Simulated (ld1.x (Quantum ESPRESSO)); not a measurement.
What one change does to a pseudopotential (Zr (Z = 40), RRKJ)

- Element: zirconium (Zr)
- Generator: ld1.x (Quantum ESPRESSO) 7.5
- Type: norm-conserving RRKJ (Kleinman–Bylander form)
- Functional: PBE
- Relativity: scalar-relativistic
- Frozen core: [Ar] 3d10
- Valence charge: 12
- Reference configuration: 4s2 4p6 4d1 5s0 5p0 (charge +3)
- Partial waves: 4s (bound): rc 1.30 bohr; 4p (bound): rc 1.70 bohr; 4d (bound): rc 2.70 bohr
- Local potential: the d channel
- Core correction: none
- rho0: 0.001

All-electron outer shells of the reference configuration (PBE, scalar-relativistic, ld1.x):

| shell | level (eV) | outermost node (bohr) | outermost maximum (bohr) |
| --- | --- | --- | --- |
| 3d | -202.47 | – | 0.35 |
| 4s | -81.55 | 0.55 | 1.08 |
| 4p | -59.17 | 0.56 | 1.17 |
| 4d | -28.20 | 0.58 | 1.49 |
| 5s | -24.29 | 1.43 | 2.68 |
| 5p | -18.97 | 1.61 | 3.11 |

Change: all radii scaled by about 1.21 (s 1.58, p 2.06, d 3.28 bohr).

Cutoffs: the cutoffs (Ry, on a coarse ladder) from which the occupation-weighted sum of valence levels, in a spherical-Bessel basis at the reference potential, stays within 10 and 1 mRy of its value at 400 Ry; they do not see the model core or the augmentation charge, which bear on the density cutoff. Errors are all-electron minus pseudo energies relative to the spin-unpolarised reference configuration.

**Question.** Predict the effect on cutoff, ghosts and configuration errors.

**Answer.** The potential gets softer (90 Ry and 110 Ry → 40 Ry and 60 Ry); of the 7 tests that both files solve, the error grows in 4 and shrinks in 3 by more than 15 % and 0.3 meV (median size 128.5 → 70.2 meV); neither file shows a bound ghost. A larger radius leaves more room for a smooth pseudo-wave, so fewer plane waves are needed.

| quantity | base | changed |
| --- | --- | --- |
| cutoff, loose | 90 Ry | 40 Ry |
| cutoff, tight | 110 Ry | 60 Ry |
| loose cutoff by channel (10 mRy a level) | s 70 Ry, p 35 Ry, d 21 Ry | s 40 Ry, p 18 Ry, d 18 Ry |
| bound ghosts | none | none |
| error for 4s2 4p6 4d2 5s2 5p0, meV [ΔE -42.70 eV] | -179 | -29 |
| error for 4s2 4p6 4d2 5s1 5p0, meV [ΔE -35.57 eV] | -101 | +70 |
| error for 4s2 4p6 4d2 5s0 5p0, meV [ΔE -22.63 eV] | +10 | +53 |
| error for 4s2 4p6 4d2 5s1 5p1, meV [ΔE -39.66 eV] | -128 | -165 |
| error for 4s2 4p6 4d2.5 5s1.5 5p0, meV [ΔE -42.19 eV] | -131 | -41 |
| error for 4s2 4p5 4d2 5s2 5p0, meV [ΔE -4.71 eV] | -251 | +320 |
| error for 4s2 4p6 4d0 5s0 5p0, meV [ΔE 34.22 eV] | +43 | +148 |
